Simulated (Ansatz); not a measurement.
Reaction (cleavage of the P–Si bond): `C[Si](C)(C)P` + CH₃SH → `CSP` + trimethylsilane

Calculated with Ansatz (gas phase, PBE0-D4/def2-TZVP geometries, no zero-point term in ΔE). CCSD(T)/CBS adds triple-zeta CCSD(T) − MP2 to the extrapolated MP2 energy (def2 sets, frozen cores). This one scheme is used for every species. DFT in def2-TZVPP. One conformer a species, not always the lowest.

```
       species  r2SCAN energy (Eh)
`C[Si](C)(C)P`          -751.76481
         CH₃SH          -438.67254
         `CSP`          -780.61911
  `C[SiH](C)C`          -409.81286
```

(1) Work out ΔE.

Largest T1 diagnostic among the species: 0.012.

## Answers

(1) ΔE = (-780.61911) + (-409.81286) − (-751.76481) − (-438.67254) = 0.00538 Eh = +14.1 kJ/mol. CCSD(T)/CBS gives +16.3 kJ/mol.

The D4 term adds +5.8 kJ/mol with B3LYP and +3.7 kJ/mol with PBE0; it sums over pairs of atoms, weighted by their polarisabilities, and B3LYP, whose exchange is more repulsive, gets the larger term. In def2-TZVPP, CCSD(T) changes the Hartree–Fock value by +12.9 kJ/mol (the triples alone add +0.9 kJ/mol) and MP2 by +11.1 kJ/mol.

B3LYP here is the variant with VWN-RPA as its local correlation; programs differ in this.
